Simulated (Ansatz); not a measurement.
Cost and result up the ladder for the cluster Rb2F3 (5 atoms). Charge 0, multiplicity 2. Geometry: PBE0-D4/def2-SVP.

Cartesian coordinates in Å:
```
Rb -0.477 -1.606 -0.900
Rb 0.194 1.281 1.391
F -0.844 -0.965 1.464
F -0.299 1.035 -1.216
F 1.426 0.255 -0.739
```

Ansatz on 4 threads of Arm Neoverse V2 on a shared host. Times are rough, and most runs start from the orbitals of an earlier one. CAM-B3LYP-D4/def2-TZVP serves as the yardstick here, not as an exact answer. Differences are given only for rows in sets of like size (and for xTB, whose basis is part of the method), since another set adds its own error. Binding counts from free atoms at the same level (Rb doublet, F doublet; other spins of the atoms weren't run), without zero-point energy or a counterpoise term.

In the def2 sets Rb takes a core potential; there is no spin–orbit coupling. Correlated methods freeze 3 core orbitals; core or outer-core shells of Rb are correlated, in sets that lack core-valence functions. The rows differ in basis, and correlated rows in double-zeta sets carry the largest basis error. In CCSD on the charge 0 doublet the largest single amplitude is 0.15, so its Hartree–Fock determinant may place the open shell otherwise than the density functionals do. In the doublet, F4 and F5 lie 1.95 Å apart (atoms count from 1), so these atoms are partly bonded to each other. The structure comes from a short search, and lower isomers may exist.

Correlated methods converge slowly with the basis, most of all in double-zeta sets.

```json
{"level": "MP2/def2-TZVP", "functions": "159", "binding energy per atom (eV)": "2.47", "difference from CAM-B3LYP-D4/def2-TZVP (eV)": "-0.17"}
{"level": "CAM-B3LYP-D4/def2-TZVP", "functions": "159", "binding energy per atom (eV)": "2.64", "difference from CAM-B3LYP-D4/def2-TZVP (eV)": "0.00"}
{"level": "PBE0-D4/def2-TZVP", "functions": "159", "binding energy per atom (eV)": "2.53", "difference from CAM-B3LYP-D4/def2-TZVP (eV)": "-0.11"}
{"level": "PBE0-D4/def2-TZVPD", "functions": "186", "binding energy per atom (eV)": "2.54", "difference from CAM-B3LYP-D4/def2-TZVP (eV)": "-0.10"}
{"level": "CCSD(T)/def2-SVP", "functions": "90", "binding energy per atom (eV)": "2.27", "difference from CAM-B3LYP-D4/def2-TZVP (eV)": "–"}
{"level": "BHLYP-D4/def2-TZVP", "functions": "159", "binding energy per atom (eV)": "2.36", "difference from CAM-B3LYP-D4/def2-TZVP (eV)": "-0.28"}
{"level": "r2SCAN0-D4/def2-TZVP", "functions": "159", "binding energy per atom (eV)": "2.48", "difference from CAM-B3LYP-D4/def2-TZVP (eV)": "-0.16"}
{"level": "PBE-D4/def2-SVP", "functions": "90", "binding energy per atom (eV)": "2.75", "difference from CAM-B3LYP-D4/def2-TZVP (eV)": "–"}
{"level": "r2SCAN-D4/def2-TZVP (with forces)", "functions": "159", "binding energy per atom (eV)": "2.66", "difference from CAM-B3LYP-D4/def2-TZVP (eV)": "0.03"}
{"level": "PBE-D4/def2-TZVPD", "functions": "186", "binding energy per atom (eV)": "2.74", "difference from CAM-B3LYP-D4/def2-TZVP (eV)": "0.10"}
{"level": "PBE-D4/def2-TZVP", "functions": "159", "binding energy per atom (eV)": "2.73", "difference from CAM-B3LYP-D4/def2-TZVP (eV)": "0.10"}
{"level": "r2SCAN-D4/def2-TZVPD", "functions": "186", "binding energy per atom (eV)": "2.67", "difference from CAM-B3LYP-D4/def2-TZVP (eV)": "0.04"}
{"level": "revPBE-D4/def2-TZVP", "functions": "159", "binding energy per atom (eV)": "2.61", "difference from CAM-B3LYP-D4/def2-TZVP (eV)": "-0.03"}
{"level": "LDA (SPW92)/def2-TZVP", "functions": "159", "binding energy per atom (eV)": "3.12", "difference from CAM-B3LYP-D4/def2-TZVP (eV)": "0.48"}
```

Task: Estimate how long each takes.

Result: LDA (SPW92)/def2-TZVP 1.6 s; PBE-D4/def2-SVP 1.9 s; MP2/def2-TZVP 2.8 s; PBE-D4/def2-TZVP 3.3 s; revPBE-D4/def2-TZVP 3.6 s; PBE0-D4/def2-TZVP 3.8 s; BHLYP-D4/def2-TZVP 4.1 s; CAM-B3LYP-D4/def2-TZVP 4.5 s; PBE-D4/def2-TZVPD 4.9 s; PBE0-D4/def2-TZVPD 4.9 s; r2SCAN-D4/def2-TZVP (with forces) 6.5 s; r2SCAN0-D4/def2-TZVP 7 s; r2SCAN-D4/def2-TZVPD 8 s; CCSD(T)/def2-SVP 27 s. On shared hardware such times vary by a factor of up to 3.
